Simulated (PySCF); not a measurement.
# Relaxation of doublet ReF₄

Computed with UB3LYP in PySCF with Re def2-SVP with ECP60, F def2-SVP; scalar-relativistic core potentials, no spin–orbit coupling; density-fitted integrals. A (50,194) grid was used.

A start displaced from a saddle point along its imaginary mode, with no symmetry imposed:

Coordinates in bohr (charge 0 multiplicity 2):
```
Re    0.0433    0.0433    0.0000
F    -0.2164    3.3459   -1.1014
F    -0.2163   -3.3393   -0.9656
F     3.3459   -0.2163    1.1014
F    -3.3393   -0.2163    0.9656
```

(1) What does it relax to?

(2) How much energy is released, and in how many steps?

## Answers

(1) It ends at D2h with Re–F 1.839 Å (×4); F–Re–F 86.7° (×2), F–Re–F 93.3° (×2), F–Re–F 180.0° (×2) (after a last refinement on a finer grid). The frequency run here used a shortcut that can spoil soft modes, so no verdict on minimum or saddle point is given. Other isomers or separated fragments may lie lower.

(2) 19.0 kJ/mol in 12 steps.

Open d and f shells are described by one determinant, and the ground state may have another occupation or spin. At this level a quartet minimum of D4h symmetry lies 23 kJ/mol below this structure. Spin–orbit coupling, left out here, can matter for elements this heavy.

The relaxation took roughly 120 core-seconds on a shared host.
